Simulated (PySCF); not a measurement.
A PySCF script (with the pyscf-properties extension) for the NMR shieldings of `CS[C@H](C)CBF`, C₄H₁₀BFS, on a GFN2-xTB geometry:

```python
import basis_set_exchange as bse
import numpy as np
from pyscf import gto, dft
from pyscf.prop import nmr

atoms = """
C     2.333273   -0.785656   -0.006605
S     1.436816   -0.057967   -1.408323
C    -0.160469    0.446022   -0.641983
C     0.043628    1.548064    0.384429
C    -0.915709   -0.752959   -0.071984
B    -2.449139   -0.515378    0.222916
F    -3.043997    0.584371   -0.181453
H     2.434417   -0.056907    0.791527
H     1.823071   -1.678924    0.341877
H     3.314372   -1.049266   -0.387335
H    -0.703440    0.847956   -1.501029
H     0.641329    2.352981   -0.037898
H    -0.921759    1.950351    0.684204
H     0.545349    1.168530    1.273079
H    -0.412674   -1.107287    0.832278
H    -0.847168   -1.582986   -0.784515
H    -3.124898   -1.298915    0.779829
"""
names = dict.fromkeys(["C", "S", "B", "F", "H"], "pcSseg-1")
basis = {el: gto.basis.parse(bse.get_basis(n, elements=[el], fmt="nwchem")) for el, n in names.items()}
mol = gto.M(atom=atoms, basis=basis, charge=0, verbose=0)
mf = dft.RKS(mol, xc="PBE0")
mf.grids.level = 2
mf.grids.alignment = dft.numint.BLKSIZE   # the property module wants whole blocks of grid points
mf.conv_tol = 1e-9
mf.kernel()

calc = nmr.RKS(mf)   # GIAO
C = mf.mo_coeff
Co = C[:, mf.mo_occ > 0]
resp = mf.gen_response(singlet=True, hermi=2)
def vind(x):   # induced exchange potential for any number of trial vectors
    d = np.einsum("pi,xij,qj->xpq", C, 2 * x.reshape(-1, C.shape[1], Co.shape[1]), Co, optimize=True)
    return np.einsum("xpq,pi,qj->xij", resp(d - d.transpose(0, 2, 1)), C, Co, optimize=True).ravel()
mo1, _ = nmr.rhf.solve_mo1(calc, with_cphf=vind)
sigma = calc.kernel(mo1)
for i, s in enumerate(sigma):   # ppm
    print("%2d %-2s %9.2f" % (i, mol.atom_pure_symbol(i), np.trace(s) / 3))
```

Q: What are the results?

A: 
```
 0 C     175.68
 1 S     468.44
 2 C     147.05
 3 C     163.14
 4 C     149.25
 5 B      43.84
 6 F     178.24
 7 H      29.60
 8 H      29.55
 9 H      29.97
10 H      28.76
11 H      30.27
12 H      30.16
13 H      30.43
14 H      29.81
15 H      30.08
16 H      26.14
```

These numbers come from an equivalent density-fitted implementation of the same equations, which agrees with the script to about 0.01 ppm for H and up to a few tenths of a ppm for heavy atoms, so last digits may differ.

Size and cost of the density-fitted run: 176 basis functions, 49 s wall time on 1 thread of an Arm Neoverse N1, shared host; peak memory 0.8 GiB.
